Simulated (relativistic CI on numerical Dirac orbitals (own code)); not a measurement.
Hyperfine structure of W LXI, mass number 183

Method of calculation: Dirac-Coulomb-Breit CI, separate exchange-only KLI orbitals for each configuration, model QED (radiative potential, 1s self-energy scaled to tabulated hydrogen-like ionisation energies), unscaled Slater integrals (own radial code, finite nucleus).

Configuration list (outside the closed core [Ne]): 3s2 3p2, 3s2 3p 3d, 3s 3p3, 3s2 3d2, 3p4, 3s 3p2 3d, 3p2 3d2, 3s 3p 3d2, 3p3 3d, 3s2 3d 4s, 3s2 3d 4p, 3s 3p 3d 4s, 3p3 4s, 3s2 3p 4s, 3s 3p 3d 4p, 3p3 4p. Levels of other configurations are missing.

Nuclear spin I = 1/2, μ = 0.11739 μN (tables of Stone and Pyykkö). The electronic factors are computed for point nuclear moments, without core polarisation or the Bohr-Weisskopf and QED corrections.

```csv
Level,E (10³ cm⁻¹),A (GHz)
3s2 3p2 3P_1,2804.8,-49.93
3s2 3p2 1D_2,2881.7,152.7
3s2 3p 3d 3F°_2,4584.5,135.5
3s2 3p 3d 3F°_3,5407.6,85.84
3s2 3p2 3P_2,5744.2,53.04
```

Levels with J = 0, under 50 % of one LS term, or S terms without an open s electron are left out. Small factors come from cancelling terms and can be off by tens of per cent or more.

At this charge energies of transitions that change n are usually good to better than 1 %, and those within a shell (Δn = 0) to a few per cent.

(1) Give the hyperfine levels of 3s2 3p2 1D_2 relative to its centre of gravity.

Results:

(1) With K = F(F + 1) − I(I + 1) − J(J + 1), E = AK/2: F = 3/2: -229, F = 5/2: 152.7 GHz.

LS names give the leading component of a level, which can be under half, so a name can repeat, a term be missing and a line seem to break the LS rules.
